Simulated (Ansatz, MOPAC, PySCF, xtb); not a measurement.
Pair of molecules: H2S (SMILES S) (first 3 atoms) with CH6Si (SMILES C[SiH3]); geometry from B3LYP-D3(BJ)/def2-TZVP, rigid monomers moved along the line of their centres of mass till S1···Si5 is 4.54 Å.
(charge 0, multiplicity 1):
```tsv
atom	x (Å)	y (Å)	z (Å)
S	-0.0090	-0.5345	0.3055
H	-0.0206	-1.5721	1.1573
H	-1.1468	-0.0347	0.8134
C	1.1390	1.2192	4.4071
Si	-0.3796	0.1862	4.7711
H	1.9976	0.8635	4.9796
H	0.9692	2.2655	4.6677
H	1.3860	1.1643	3.3460
H	-0.1512	-1.2365	4.4144
H	-1.5475	0.6669	3.9910
H	-0.7339	0.2466	6.2105
```

Counterpoise-corrected where a basis set is named; no monomer relaxation. Rows marked so take none.

Rows in 6-31G* carry no dispersion term and start afresh at each structure (6-31G* with six Cartesian d functions). MP2/6-31G* freezes PySCF's default core. The state that PM3 reach isn't checked.

Run with Ansatz (a program for electronic structure) with Gaussian orbitals; MOPAC for PM3 (differences of heats of formation); PySCF for 6-31G* rows, the dispersion terms; xtb for the GFN methods. Each number belongs to the level named beside it.

Problem. One of these levels gives -1.2 kJ/mol for the interaction energy. Which?
A) PBE-D3(BJ)/def2-TZVPPD
B) PM3
C) GFN-FF
D) MP2/6-31G* (no counterpoise)

Solution. B, PM3. The others give -3.2 (GFN-FF), -6.8 (PBE-D3(BJ)/def2-TZVPPD), -4.9 (MP2/6-31G* (no counterpoise))
